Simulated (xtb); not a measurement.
xtb input:

```bash
xtb mol.xyz --gfn 1 --sp --chrg 0 --uhf 0
```
mol.xyz:
```
6

Si    -0.51337665    -0.00660975    -0.14355654
O      1.05076009     0.00529349     0.39038528
H     -0.76878609    -1.14305302    -1.06335989
H     -1.34976441    -0.14039284     1.06494663
H     -0.85657056     1.24735561    -0.85949249
H      1.75631349     0.08627886    -0.25538499
```

Task: What final total energy does it print?

Result: -8.79557 Eh (GFN1-xTB).
